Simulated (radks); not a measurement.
The mean radii <r> (bohr) of the occupied orbitals of an atom or ion are listed with their occupations. Calculated with a radial shooting solver on a logarithmic mesh with Libxc functionals: non-relativistic Kohn-Sham, PBE, spin-polarised, spherical densities, point nucleus.

orbital  occ.      <r>
1s up       1  0.03041
1s down     1  0.03041
2s up       1   0.1294
2s down     1   0.1294
2p up       3   0.1102
2p down     3   0.1102
3s up       1   0.3114
3s down     1   0.3120
3p up       2   0.2968

Name the element and its charge. Open shells, if any, are filled with parallel spins first.

Answer. Z = 50, tin, charge +36: Sn36+ in [Ne] 3s2 3p2. The 1s radius gives Z: for a bare nucleus <r> = 1.5/Z, 0.03 bohr for Z = 50, and screening makes it slightly larger (0.03041 here). The occupations add up to 14, and the charge is Z minus that.
